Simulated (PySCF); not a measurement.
A GIAO shielding run with PySCF 2.14.0 with density-fitted response routines (density fitting, non-relativistic, gas phase) on `[SiH3]CC1=CC=C[SiH2]1`, C5H10Si2:

```
{"job": {"kind": "nmr", "xc": "PBE0", "basis": "pcSseg-1"}, "charge": 0, "multiplicity": 1}
Si     2.591047     0.145397     0.112145
C      1.163159    -0.147343    -1.123282
C     -0.145775    -0.147555    -0.428688
C     -0.768962    -1.249175     0.023184
C     -2.030133    -1.044436     0.711937
C     -2.450565     0.222436     0.832116
Si    -1.195086     1.365338     0.024020
H      2.599759    -0.923577     1.111711
H      2.407082     1.441864     0.766112
H      3.854470     0.136945    -0.630718
H      1.328446    -1.102983    -1.627381
H      1.186578     0.635466    -1.882923
H     -0.383841    -2.252403    -0.106797
H     -2.571769    -1.900377     1.092543
H     -3.372814     0.481700     1.324181
H     -0.524354     2.279114     0.951113
H     -1.694240     2.071619    -1.159183
```

Hardware: 1 thread of an Arm Neoverse N1, shared host. The job also computes population analyses, field gradients, ring-centre shieldings.

(1) How large is the calculation?

(2) How long does it take?

Answers

(1) 68 electrons, 183 basis functions and 993 auxiliary functions.

(2) 48 s of wall time, with 13 SCF cycles and 5 response iterations. Times on a shared host scatter by some tens of per cent.
